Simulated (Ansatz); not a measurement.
Basis-set extrapolation for `C[SiH]1[SiH2][SiH2]1` (PBE0-D4/def2-TZVP geometry, frozen core, Ansatz). Multiplicity 1, RHF reference.

```tsv
	def2-TZVPP	def2-QZVPP
HF	-909.326298	-909.354200
MP2 correlation	-0.547236	-0.585531
CCSD(T) correlation	-0.640147	not run
```

Energies in hartree. Use E(X) = E(∞) + A·exp(−7.88·√X) for Hartree–Fock and E(X) = E(∞) + B·X^(−2.97) for correlation, with X = 3 and 4, and add CCSD(T) minus MP2 of the smaller set to the MP2 limit.

Task: What is the CCSD(T) energy at the basis-set limit?

Result: HF limit: -909.354200 + (-0.027902) × 0.13774 = -909.35804. MP2 limit: -0.585531 + (-0.038295) × 0.74074 = -0.61390. Higher-order term: -0.640147 − (-0.547236) = -0.09291. Total: -910.06485 hartree, 2.68 eV below CCSD(T)/def2-TZVPP.
